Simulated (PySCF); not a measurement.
Compound: C6H9P.
Z-matrix (Å and degrees, PBE0-D3(BJ)/def2-SVP geometry), rows numbered from 1:
```
C 
C   1  1.4964
C   2  1.4598  1  121.41
C   3  1.3555  2  115.36  1  -178.55
P   4  1.8010  3  109.32  2    -7.49
C   2  1.3655  1  125.25  3  -178.81
C   6  1.4961  2  126.76  1     0.17
H   1  1.1035  2  110.91  3    72.98
H   1  1.0987  2  112.01  3  -166.91
H   1  1.1013  2  111.30  3   -45.83
H   3  1.0948  2  121.22  1     1.95
H   4  1.0908  3  125.00  2  -178.53
H   5  1.4291  4  101.60  3   110.73
H   7  1.1027  6  111.31  2    66.56
H   7  1.1030  6  111.93  2   -53.27
H   7  1.0995  6  111.75  2  -173.46
```

Computed, not measured: PBE0-D3(BJ)/def2-SVP geometry optimisation, gas phase in PySCF 2.14.0.

Masses are those of the commonest isotopes; rigid-rotor values at the optimised geometry. The values belong to one conformer.

(1) Give the principal moments of inertia and the rotational constants in cm⁻¹.

(2) Classify the top.

(3) Is it planar, by Δ = Ic − Ia − Ib?

(4) Give the other two planar moments, Paa and Pbb, and the rms extents of the mass along the axes.

(5) Give the coordinates in the principal-axis frame, origin at the centre of mass.

(6) Which lines would a microwave search look for?

(7) Estimate the classical rotational partition function at 10 K, 25 K and 200 K.

Results:

(1) Ia = 163.75, Ib = 224.16, Ic = 377.64 u·Å²; 505379 MHz·u·Å²/I gives 3086, 2254 and 1338 MHz, that is A = 0.10295, B = 0.07520, C = 0.04464 cm⁻¹.

(2) An asymmetric top: κ = (2 × 2254 − 3086 − 1338)/(3086 − 1338) = 0.05.

(3) Not planar: Δ = Ic − Ia − Ib = -10.27 u·Å². For a rigid frame Δ = −2 Σ m c², so Σ m c² = 5.14 u·Å² lies off the ab plane: 4.66 from hydrogen and 0.47 from heavier atoms. The atom farthest from that plane is 1.21 Å away.

(4) Paa = Σ m a² = (Ib + Ic − Ia)/2 = 219.03 and Pbb = Σ m b² = (Ia + Ic − Ib)/2 = 158.61 u·Å². With the mass M = 112.04 u, the rms extents √(P/M) along a, b and c are 1.40, 1.19, 0.21 Å.

(5) The sense of each axis is arbitrary; atoms in the order of the calculation.
```
atom  mass (u)   a (Å)   b (Å)   c (Å)
  C1    12.000  -2.377   0.764   0.042
  C2    12.000  -0.902   0.520   0.003
  C3    12.000   0.052   1.625  -0.022
  C4    12.000   1.357   1.264  -0.087
  P5    30.974   1.492  -0.522   0.100
  C6    12.000  -0.307  -0.709  -0.035
  C7    12.000  -0.996  -2.037  -0.049
  H8     1.008  -2.742   1.126  -0.935
  H9     1.008  -2.939  -0.147   0.288
 H10     1.008  -2.636   1.535   0.784
 H11     1.008  -0.285   2.666   0.018
 H12     1.008   2.198   1.958  -0.091
 H13     1.008   1.901  -0.918  -1.210
 H14     1.008  -1.562  -2.184  -0.984
 H15     1.008  -1.712  -2.138   0.783
 H16     1.008  -0.281  -2.867   0.035
```

(6) The dipole components are |μa| = 1.06 D, |μb| = 0.11 D, |μc| = 0.59 D. The squared components, which scale the intensities, stand as 1.00 : 0.01 : 0.31 (a : b : c). Some lines, for components of 0.1 D or more:

```
type  branch         J(Ka,Kc)    MHz  lower level (cm⁻¹)
   c       Q  2(1,2) ← 2(0,2)    365               0.345
   c       Q  2(2,1) ← 2(1,1)   2495               0.448
   a       Q  2(1,1) ← 2(1,2)   2749               0.357
   b       Q  2(2,0) ← 2(1,1)   2944               0.448
   b       R  1(1,1) ← 0(0,0)   4425               0.000
   b       Q  3(1,2) ← 3(0,3)   5451               0.659
   a       R  2(1,2) ← 1(1,1)   6269               0.148
   b       Q  3(2,2) ← 3(1,3)   6855               0.662
   a       R  3(1,3) ← 2(1,2)   9167               0.357
   b       R  3(1,2) ← 2(2,1)   9262               0.532
   c       R  2(2,0) ← 1(1,0)  11046               0.178
   a       R  3(2,1) ← 2(2,0)  12137               0.547
   c       R  3(1,2) ← 2(0,2)  14871               0.345
   c       R  3(2,1) ← 2(1,1)  15081               0.448
   c       R  3(3,0) ← 2(2,0)  17174               0.547
```

(7) Point group C1, symmetry number σ = 1; q = (√π/σ)·√((kT/h)³/(ABC)), k/h = 20836.6 MHz/K: 1750 at 10 K, 6910 at 25 K, 156000 at 200 K.

No frequency check. No vibrational averaging or centrifugal distortion is included, and the geometry carries the error of its method. A rigid rotor knows nothing of internal rotation, which can split or shift real lines.

Time: 2.3 min; peak memory 0.60 GiB. Hardware: one thread of an Intel Xeon Platinum 8488C, shared host with 96 logical CPUs at a one-minute load of 230. This is the geometry optimisation.
